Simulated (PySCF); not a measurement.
**A search over the determinants of BiPb**

Unrestricted PBE0; PySCF, scalar-relativistic core potentials, basis sets Bi def2-SVP with ECP60, Pb def2-SVP with ECP60. Outer shells of the fragments: Bi 5d10 6s2 6p3; Pb 5d10 6s2 6p2.

Followed along the bond (rough minima from three points):

| 2Ms+1 | unpaired | ⟨S²⟩ at the start | R at minimum (Å) | Te (eV) |
| --- | --- | --- | --- | --- |
| 2 | π ↑ | 0.90 | 2.80 | 0.00 |
| 2 | σ ↑ | 1.16 | 2.69 | 0.47 |
| 4 | π ↑↑↑ | 3.76 | 3.07 | 0.74 |
| 2 | π ↑↑↓ | 1.76 | 3.08 | 1.07 |
| 4 | σ ↑, π ↑↑ | 3.76 | 2.94 | 1.37 |

Solutions found at the starting distance of 2.855 Å, counted from the lowest of them; the search is not exhaustive and high or unbound solutions are not listed, so other states can lie among these:

```csv
2Ms+1,unpaired,term,E (eV),⟨S²⟩,⟨Lz²⟩,μ (D)
2,π ↑,²Π,0.00,0.90,1.00,1.55
2,σ ↑,mixed,0.60,1.16,0.00,1.41
4,π ↑↑↑,⁴Π,0.87,3.76,1.00,0.31
2,π ↑↑↓,mixed,1.21,1.76,3.01,0.33
4,"σ ↑, π ↑↑",mixed,1.39,3.76,2.01,0.70
4,"σ ↑, π ↑↑",mixed,1.77,3.75,2.00,1.17
2,"σ ↓, π ↑↑",mixed,1.78,1.76,2.01,0.70
2,"σ ↓, π ↑↑",mixed,2.17,1.76,2.00,1.16
6,"σ ↑, π ↑↑↑↑",⁶Σ⁺,2.20,8.76,0.00,-2.58
2,π ↑,mixed,2.22,0.75,3.00,0.28
```

A term symbol is given only where ⟨S²⟩ and ⟨Lz²⟩ are close to those of a pure state; real π, δ and φ orbitals otherwise mix terms. A positive dipole means Bi(−)Pb(+).

Q: Compare the gap between the two lowest followed solutions at the starting distance with the gap between their minima.

A: At PBE0 the second solution (Ms = 0.5 of mixed spin, unpaired electrons σ ↑) lies +0.60 eV from the first (doublet, unpaired electrons π ↑) at 2.855 Å and +0.47 eV at the minima; the two curves relax by different amounts, since their minima lie near 2.69 and 2.80 Å.

Spin–orbit coupling is left out, which matters for elements this heavy, above all for dissociation energies. Counting both spins, an empty level lies below a filled one in some of these solutions, because spin and occupation are held.
